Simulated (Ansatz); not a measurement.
Diatomic SiN, multiplicity 2 (the spin of the measured ground state). The T1 diagnostic near the minimum is 0.079, so single-reference values are doubtful.

D_e counts from the fitted minimum to each atom's lowest state at the same level, without counterpoise.

The values were computed with Ansatz (a first-principles code) with Gaussian orbitals. 

One of these levels gives 441.9 kJ/mol for the bond energy D_e. Name it.
A) SVWN5/def2-TZVPP
B) PBE/def2-TZVPP
C) r2SCAN/def2-TZVPP

C, r2SCAN/def2-TZVPP. The others give 574.9 (SVWN5/def2-TZVPP), 497.5 (PBE/def2-TZVPP)
